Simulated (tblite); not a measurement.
Species: C₄H₁₂F₂Si₂.
Geometry (GFN2-xTB, Å), atoms numbered from 1 in this order:
```
atom  x, y, z in Å
C1    -1.568    1.670   -0.659
C2    -0.984    1.224    0.674
C3    -0.119   -0.037    0.563
F4     0.286   -0.320    1.893
C5     1.145    0.207   -0.254
Si6    2.556   -1.035    0.068
Si7   -1.112   -1.588    0.002
F8    -1.009   -1.661   -1.607
H9    -0.780    1.930   -1.361
H10   -2.174    0.881   -1.101
H11   -2.196    2.546   -0.514
H12   -1.792    1.023    1.382
H13   -0.372    2.027    1.097
H14    1.518    1.213   -0.037
H15    0.879    0.189   -1.311
H16    2.919   -1.044    1.482
H17    3.696   -0.586   -0.739
H18    2.144   -2.373   -0.366
H19   -2.534   -1.448    0.280
H20   -0.507   -2.806    0.505
```

Computed values, GFN2-xTB/tblite, gas phase, harmonic and unscaled. This tight-binding method is rough: wavenumbers can miss measured ones by several per cent, in bad cases by 10 to 20. Modes of hydrogen on silicon can be 10 to 20 % off. One conformer, not necessarily the lowest.

Harmonic wavenumbers (cm⁻¹): 29.4, 50.6, 93.8, 123.0, 154.0, 161.4, 193.5, 224.4, 258.6, 275.6, 352.4, 406.2, 443.9, 506.7, 528.1, 537.3, 552.7, 624.9, 709.3, 755.6, 761.3, 777.2, 781.4, 799.6, 801.3, 813.8, 831.0, 919.8, 964.0, 1015.8, 1103.5, 1108.8, 1157.8, 1201.2, 1248.7, 1279.2, 1333.8, 1416.5, 1474.5, 1496.8, 1502.2, 1504.4, 2244.4, 2247.8, 2304.1, 2329.5, 2379.9, 2940.2, 2951.3, 2972.2, 2992.2, 3024.6, 3034.3, 3044.3.

A = 1530, B = 1058, C = 865.4 MHz; mass 154.045 u (most abundant isotopes); point group C1, symmetry number 1.

Problem. Zero-point energy?

Solution. ½Σν̃ = 31869 cm⁻¹ = 381.24 kJ/mol.

Problem. What is S at 350 K and 1 bar for an ideal gas of classical rigid rotors and harmonic oscillators?

Solution. Translation 175.01, rotation 126.76, vibration 187.19: S = 489.0 J/(mol K).

Problem. And Cp and H(350 K) − H(0)?

Solution. Cp = 216.34 J/(mol K), of which vibrations give 183.08 (their classical limit is 54 R = 449.0); H(350 K) − H(0) = 45.10 kJ/mol without the zero-point energy, 33.46 from vibrations.

Problem. What must be added to the electronic energy to get the Gibbs energy at 350 K and 1 bar?

Solution. ZPE + [H(350 K) − H(0)] − T·S = 381.24 + 45.10 − 171.14 = 255.20 kJ/mol.

Problem. Which modes carry the vibrational entropy at 350 K?

Solution. 29.4 cm⁻¹: 25.89; 50.6 cm⁻¹: 21.38; 93.8 cm⁻¹: 16.29; 123.0 cm⁻¹: 14.07; 154.0 cm⁻¹: 12.25; 161.4 cm⁻¹: 11.88 J/(mol K); the other 48 give 85.43 together.

Hindered rotation and anharmonicity are outside this model. Other conformers, if any are populated, would add a mixing term that is left out. The structure is chiral; the term R ln 2 for an equal mix with its mirror image is left out.

Time: 0.87 s wall. Hardware: one thread, Arm Neoverse V1 (aarch64), no GPU, shared host with 64 logical CPUs at a one-minute load of 34. This covers the Hessian and the dipole derivatives.
